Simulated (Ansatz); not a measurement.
H8N2O2Si2, SMILES `N[SiH2][Si](N)(O)O`. Total charge 0; spin multiplicity 1.

Z-matrix (Å, degrees):
```
Si
Si 1 2.337
N 1 1.730 2 104.6
H 1 1.491 2 111.2 3 116.2
H 1 1.497 2 111.5 3 -125.7
O 2 1.644 1 107.4 3 165.9
N 2 1.723 1 119.2 3 -73.4
O 2 1.650 1 103.0 3 43.4
H 3 1.009 1 116.9 2 -46.2
H 3 1.008 1 120.0 2 175.4
H 6 0.960 2 116.9 1 169.4
H 7 1.009 2 118.5 1 -72.7
H 7 1.009 2 118.2 1 64.2
H 8 0.960 2 116.8 1 -166.3
```

Question: Give the diagnostics of a CCSD(T)/def2-TZVPP run (frozen core, Ansatz 0.2.0). (Best estimate.)

Answer: Ansatz gave: T1 = 0.0115, largest single amplitude 0.013, largest double 0.013, (T) share of the correlation energy 3.5 %, 9 CCSD cycles. The RHF solution is stable towards an unrestricted one. T1 lies under the customary mark of 0.02 for closed shells.
